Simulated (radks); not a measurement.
The numbers below are computed, except where a source is named.
All-electron atom: Cd3+ in [Kr] 4d9. Code: a radial shooting solver on a logarithmic mesh with Libxc functionals. Model: scalar-relativistic Kohn-Sham, Slater X-alpha with alpha = 0.758, spin-polarised, spherical densities, finite nucleus; open shells are filled with parallel spins first (spin-orbit coupling, left out, can overturn this in heavy ions); Fermi nuclear charge, rms radius 4.6087 fm.

Normalised radial functions P(r) = r R(r), r in bohr:

| r | 3d down |
|---|---|
| 0.001547 | 0.0000 |
| 0.002015 | 0.0000 |
| 0.002624 | 0.0001 |
| 0.003417 | 0.0001 |
| 0.004449 | 0.0003 |
| 0.005747 | 0.0006 |
| 0.007483 | 0.0013 |
| 0.009744 | 0.0027 |
| 0.01269 | 0.0057 |
| 0.01652 | 0.0116 |
| 0.02134 | 0.0229 |
| 0.02779 | 0.0453 |
| 0.03618 | 0.0872 |
| 0.04712 | 0.1624 |
| 0.06135 | 0.2898 |
| 0.07989 | 0.4899 |
| 0.1032 | 0.7645 |
| 0.1344 | 1.1151 |
| 0.175 | 1.4708 |
| 0.2278 | 1.7177 |
| 0.2967 | 1.7343 |
| 0.3863 | 1.4725 |
| 0.499 | 1.0304 |
| 0.6498 | 0.5565 |
| 0.8461 | 0.2210 |
| 1.102 | 0.0602 |
| 1.435 | 0.0103 |
| 1.868 | 0.0010 |
| 2.413 | 0.0001 |
| 3.142 | 0.0000 |
| 4.091 | 0.0000 |

3d down: eigenvalue -434.92 eV, 0 radial nodes, <r> = 0.334 bohr, 90 % of the charge inside 0.527 bohr.
